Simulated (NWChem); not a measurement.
System: C₂H₃BrClF; SMILES C[C@](F)(Cl)Br

Here is an NWChem input.

```
start job
memory heap 200 mb stack 900 mb global 1100 mb
geometry units angstroms noautosym nocenter noautoz
  C     -1.341920     0.793723    -1.137622
  C     -0.415806     0.552350     0.023030
  F     -1.061070     0.745500     1.181208
  Cl     0.974748     1.659607    -0.028222
  Br     0.234051    -1.296572     0.013829
  H     -2.199797     0.111406    -1.062579
  H     -0.822289     0.626173    -2.088230
  H     -1.695579     1.834083    -1.091017
end
basis spherical
  * library pcsseg-1
end
dft
  xc pbe0
  iterations 150
end
property
  shielding
  efieldgrad
end
task dft property
```

Output (shortened):

```
             Northwest Computational Chemistry Package (NWChem) 7.3.0
             --------------------------------------------------------

                             Geometry "geometry" -> ""
                             -------------------------

 Output coordinates in angstroms (scale by  1.889725989 to convert to a.u.)

  No.       Tag          Charge          X              Y              Z
 ---- ---------------- ---------- -------------- -------------- --------------
    1 C                    6.0000    -1.34192000     0.79372300    -1.13762200
    2 C                    6.0000    -0.41580600     0.55235000     0.02303000
    3 F                    9.0000    -1.06107000     0.74550000     1.18120800
    4 Cl                  17.0000     0.97474800     1.65960700    -0.02822200
    5 Br                  35.0000     0.23405100    -1.29657200     0.01382900
    6 H                    1.0000    -2.19979700     0.11140600    -1.06257900
    7 H                    1.0000    -0.82228900     0.62617300    -2.08823000
    8 H                    1.0000    -1.69557900     1.83408300    -1.09101700

 Effective nuclear repulsion energy (a.u.)     434.1827840267

                              NWChem Property Module
                              ----------------------

  itol2e modified to match energy
  convergence criterion.

                                 NWChem DFT Module
                                 -----------------

 Summary of "ao basis" -> "ao basis" (spherical)
 ------------------------------------------------------------------------------
       Tag                 Description            Shells   Functions and Types
 ---------------- ------------------------------  ------  ---------------------
 C                          pcsseg-1                 7       17   3s3p1d
 F                          pcsseg-1                 7       17   3s3p1d
 Cl                         pcsseg-1                10       24   4s5p1d
 Br                         pcsseg-1                15       41   5s7p3d
 H                          pcsseg-1                 3        5   2s1p

  itol2e modified to match energy
  convergence criterion.

            General Information
            -------------------
          SCF calculation type: DFT
          Wavefunction type:  closed shell.
          No. of atoms     :     8
          No. of electrons :    76
           Alpha electrons :    38
            Beta electrons :    38
          Charge           :     0
          Spin multiplicity:     1
          Use of symmetry is: off; symmetry adaption is: off
          Maximum number of iterations: 150
          AO basis - number of functions:   131
                     number of shells:    55
          Convergence on energy requested:  1.00D-07
          Convergence on density requested:  1.00D-05
          Convergence on gradient requested:  5.00D-04

              XC Information
              --------------
                         PBE0 Method XC Functional
                     Hartree-Fock (Exact) Exchange  0.250
          PerdewBurkeErnzerhof Exchange Functional  0.750
            Perdew 1991 LDA Correlation Functional  1.000 local
           PerdewBurkeErnz. Correlation Functional  1.000 non-local

             Grid Information
             ----------------
          Grid used for XC integration:  fine
          Radial quadrature: Mura-Knowles
          Angular quadrature: Lebedev.
          Tag              B.-S. Rad. Rad. Pts. Rad. Cut. Ang. Pts.
          ---              ---------- --------- --------- ---------
          C                   0.70       70           9.0       590
          F                   0.50       70          10.0       590
          Cl                  1.00      123          11.0       770
          Br                  1.15      140          11.0       974
          H                   0.35       60          10.0       590
          Grid pruning is: on
          Number of quadrature shells:   653
          Spatial weights used:  Erf1

      Superposition of Atomic Density Guess
      -------------------------------------

 Sum of atomic energies:       -3207.71269660

      Non-variational initial energy
      ------------------------------

 Total energy =   -3209.554496
 1-e energy   =   -5324.869606
 2-e energy   =    1681.132326
 HOMO         =      -0.367220
 LUMO         =       0.033895

   convergence    iter        energy       DeltaE   RMS-Dens  Diis-err
 ---------------- ----- ----------------- --------- --------- ---------
 d= 0,ls=0.0,diis     1  -3211.0971421347 -3.65D+03  1.18D-02  2.67D+00
 d= 0,ls=0.0,diis     2  -3210.8448964285  2.52D-01  9.17D-03  4.12D+00
 d= 0,ls=0.0,diis     3  -3211.2426338734 -3.98D-01  2.24D-03  1.84D-01
 d= 0,ls=0.0,diis     4  -3211.2636290151 -2.10D-02  5.20D-04  4.92D-03
 d= 0,ls=0.0,diis     5  -3211.2641774678 -5.48D-04  1.29D-04  9.86D-04
  Resetting Diis
 d= 0,ls=0.0,diis     6  -3211.2642614766 -8.40D-05  2.88D-05  3.51D-05
 d= 0,ls=0.0,diis     7  -3211.2642639055 -2.43D-06  2.10D-05  4.69D-06
 d= 0,ls=0.0,diis     8  -3211.2642635403  3.65D-07  1.22D-05  9.08D-06
 d= 0,ls=0.0,diis     9  -3211.2642643508 -8.11D-07  1.14D-06  6.05D-08
 d= 0,ls=0.0,diis    10  -3211.2642643555 -4.71D-09  3.86D-07  3.75D-09

         Total DFT energy =    -3211.264264355544
      One electron energy =    -5326.789104871221
           Coulomb energy =     1822.719435759477
    Exchange-Corr. energy =     -141.377379270524
 Nuclear repulsion energy =      434.182784026723

 Numeric. integr. density =       75.999996413197

                       DFT Final Molecular Orbital Analysis
                       ------------------------------------

 Vector   36  Occ=2.000000D+00  E=-3.428706D-01
              MO Center=  5.8D-01,  1.1D+00, -6.3D-02, r^2= 2.9D+00
   Bfn.  Coefficient  Atom+Function         Bfn.  Coefficient  Atom+Function
  ----- ------------  ---------------      ----- ------------  ---------------
    67      0.396056  4 Cl pz                70      0.328829  4 Cl pz
    65      0.230402  4 Cl px                66     -0.206773  4 Cl py
    68      0.199166  4 Cl px                99      0.191066  5 Br px
    69     -0.175991  4 Cl py                96      0.174214  5 Br px
     3      0.139969  1 C  s                100     -0.135941  5 Br py

 Vector   37  Occ=2.000000D+00  E=-3.172923D-01
              MO Center=  1.9D-01, -1.1D+00,  3.6D-03, r^2= 2.1D+00
   Bfn.  Coefficient  Atom+Function         Bfn.  Coefficient  Atom+Function
  ----- ------------  ---------------      ----- ------------  ---------------
   101      0.585645  5 Br pz                98      0.527880  5 Br pz
    92     -0.198309  5 Br pz                95     -0.147817  5 Br pz
    67     -0.097418  4 Cl pz                70     -0.081776  4 Cl pz
    42      0.077599  3 F  py               127     -0.074863  8 H  s
    45      0.073645  3 F  py                 3      0.063847  1 C  s

 Vector   38  Occ=2.000000D+00  E=-3.092004D-01
              MO Center=  3.4D-01, -6.5D-01, -2.6D-03, r^2= 3.1D+00
   Bfn.  Coefficient  Atom+Function         Bfn.  Coefficient  Atom+Function
  ----- ------------  ---------------      ----- ------------  ---------------
    99      0.498673  5 Br px                96      0.448614  5 Br px
    66      0.269804  4 Cl py                69      0.231501  4 Cl py
   100      0.231163  5 Br py                97      0.202227  5 Br py
    90     -0.168591  5 Br px                93     -0.125269  5 Br px
    65     -0.107269  4 Cl px                68     -0.086227  4 Cl px

 Vector   39  Occ=0.000000D+00  E=-3.466526D-02
              MO Center=  1.3D-01, -2.9D-01, -4.1D-02, r^2= 3.4D+00
   Bfn.  Coefficient  Atom+Function         Bfn.  Coefficient  Atom+Function
  ----- ------------  ---------------      ----- ------------  ---------------
    20      1.152018  2 C  s                100     -0.813372  5 Br py
    80     -0.554060  5 Br s                 27      0.434409  2 C  px
    28     -0.434961  2 C  py                69      0.366785  4 Cl py
    55     -0.302002  4 Cl s                 97     -0.292361  5 Br py
    19      0.262941  2 C  s                 24      0.240246  2 C  px

[...]

          -----------------------------------------
          Chemical Shielding Tensors (GIAO, in ppm)
          -----------------------------------------

                                NWChem CPHF Module
                                ------------------

  scftype          =     RHF
  nclosed          =       38
  nopen            =        0
  variables        =     3534
  # of vectors     =        3
  tolerance        = 0.10D-03
  level shift      = 0.00D+00
  max iterations   =       50
  max subspace     =       30

 SCF residual:    2.3821561719208624E-005

Iterative solution of linear equations
  No. of variables     3534
  No. of equations        3
  Maximum subspace       30
        Iterations       50
       Convergence  1.0D-04

   iter   nsub   residual    time
   ----  ------  --------  ---------
     1      3    6.47D-01     143.0
     2      6    5.39D-02     159.3
     3      9    2.81D-03     178.4
     4     12    1.97D-04     197.1
     5     15    1.34D-05     216.0

      Atom:    1  C
        Diamagnetic
    250.5155     -2.8254      9.9674
     -2.8254    243.9091     -3.0193
      9.9674     -3.0193    255.1499

        Paramagnetic
   -101.5838     -5.2246     19.0534
     -5.2246   -113.2657     -6.0192
     19.0534     -6.0192   -109.7524

        Total Shielding Tensor
    148.9316     -8.0500     29.0208
     -8.0500    130.6434     -9.0385
     29.0208     -9.0385    145.3975

           isotropic =     141.6575
          anisotropy =      56.3616

          Principal Components and Axis System
                 1           2           3
              179.2319    127.7624    117.9783

      1         0.7039      0.2477     -0.6657
      2        -0.2409      0.9649      0.1042
      3         0.6682      0.0870      0.7389

      Atom:    2  C
        Diamagnetic
    243.2587     -1.1188     -1.4697
     -1.1188    247.0361      0.1746
     -1.4697      0.1746    242.2642

        Paramagnetic
   -197.3031     -2.9151    -10.9126
     -2.9151   -194.3599      3.1439
    -10.9126      3.1439   -196.1335

        Total Shielding Tensor
     45.9556     -4.0340    -12.3824
     -4.0340     52.6762      3.3185
    -12.3824      3.3185     46.1307

           isotropic =      48.2541
          anisotropy =      19.8580

          Principal Components and Axis System
                 1           2           3
               61.4928     49.6245     33.6451

      1        -0.6136      0.3381      0.7136
      2         0.5082      0.8607      0.0292
      3         0.6044     -0.3806      0.6999

      Atom:    3  F
        Diamagnetic
    475.3898     -2.9586    -13.6270
     -2.9586    469.6951      4.5534
    -13.6270      4.5534    487.3511

        Paramagnetic
   -253.6446     12.8468    -30.0085
     12.8468   -194.5275     11.0209
    -30.0085     11.0209   -304.5144

        Total Shielding Tensor
    221.7452      9.8882    -43.6356
      9.8882    275.1675     15.5744
    -43.6356     15.5744    182.8367

           isotropic =     226.5831
          anisotropy =      77.0146

          Principal Components and Axis System
                 1           2           3
              277.9262    250.0656    151.7576

      1         0.0750      0.8395      0.5382
      2         0.9890      0.0064     -0.1478
      3         0.1276     -0.5434      0.8297

      Atom:    4  Cl
        Diamagnetic
   1148.4813      7.5454     -0.9658
      7.5454   1148.4852     -0.3913
     -0.9658     -0.3913   1140.1854

        Paramagnetic
   -507.9705    320.2942    -51.2536
    320.2942   -507.1338     41.2519
    -51.2536     41.2519   -905.0326

        Total Shielding Tensor
    640.5108    327.8396    -52.2193
    327.8396    641.3515     40.8606
    -52.2193     40.8606    235.1529

           isotropic =     505.6717
          anisotropy =     694.7806

          Principal Components and Axis System
                 1           2           3
              968.8588    350.5899    197.5664

      1         0.7074      0.6103      0.3566
      2         0.7067     -0.6185     -0.3434
      3        -0.0110     -0.4950      0.8688

      Atom:    5  Br
        Diamagnetic
   3117.0320     -4.5727     -0.4779
     -4.5727   3131.1340      0.5450
     -0.4779      0.5450   3115.5295

        Paramagnetic
  -2028.3208   -519.8187   -120.0208
   -519.8187   -397.0187    -67.2681
   -120.0208    -67.2681  -2340.1313

        Total Shielding Tensor
   1088.7111   -524.3913   -120.4987
   -524.3913   2734.1153    -66.7231
   -120.4987    -66.7231    775.3982

           isotropic =    1532.7416
          anisotropy =    2032.0862

          Principal Components and Axis System
                 1           2           3
             2887.4657   1011.9539    698.8051

      1        -0.2790      0.8374      0.4701
      2         0.9602      0.2359      0.1496
      3        -0.0144     -0.4931      0.8699

      Atom:    6  H
        Diamagnetic
     35.3074      5.6045      4.6383
      5.6045     26.1477     -0.3134
      4.6383     -0.3134     24.0456

        Paramagnetic
     -2.4763     -3.9527     -1.4855
     -3.9527      1.4374      0.2377
     -1.4855      0.2377      2.1946

        Total Shielding Tensor
     32.8310      1.6517      3.1528
      1.6517     27.5850     -0.0757
      3.1528     -0.0757     26.2402

           isotropic =      28.8854
          anisotropy =       8.3161

          Principal Components and Axis System
                 1           2           3
               34.4295     27.4360     24.7907

      1         0.9118     -0.0997     -0.3983
      2         0.2162      0.9413      0.2593
      3         0.3490     -0.3225      0.8799

      Atom:    7  H
        Diamagnetic
     24.4586     -1.4302     -1.2403
     -1.4302     21.9634      0.1537
     -1.2403      0.1537     39.0327

        Paramagnetic
      2.4191      0.7215      2.3435
      0.7215      4.6288     -0.8068
      2.3435     -0.8068     -5.7426

        Total Shielding Tensor
     26.8777     -0.7087      1.1032
     -0.7087     26.5922     -0.6532
      1.1032     -0.6532     33.2901

           isotropic =      28.9200
          anisotropy =       6.9575

          Principal Components and Axis System
                 1           2           3
               33.5584     27.1957     26.0060

      1         0.1732      0.7364      0.6540
      2        -0.1094     -0.6456      0.7558
      3         0.9788     -0.2025     -0.0313

      Atom:    8  H
        Diamagnetic
     26.6469     -6.8908      3.9434
     -6.8908     34.4847     -2.7013
      3.9434     -2.7013     24.1930

        Paramagnetic
      2.5107      3.2867     -1.5708
      3.2867     -3.1125      0.6952
     -1.5708      0.6952      2.3392

        Total Shielding Tensor
     29.1576     -3.6041      2.3725
     -3.6041     31.3722     -2.0061
      2.3725     -2.0061     26.5322

           isotropic =      29.0206
          anisotropy =       9.1318

          Principal Components and Axis System
                 1           2           3
               35.1085     26.8234     25.1300

      1        -0.5822      0.6175     -0.5290
      2         0.7411      0.6706     -0.0329
      3        -0.3344      0.4112      0.8480
```

Level: PBE0/pcSseg-1, GIAO. Coordinates come from a PBE0/def2-SVP optimisation. NWChem prints the field gradient with the sign opposite to the second derivative of the potential. The printed shielding anisotropy is the first printed principal value minus the mean of the other two.
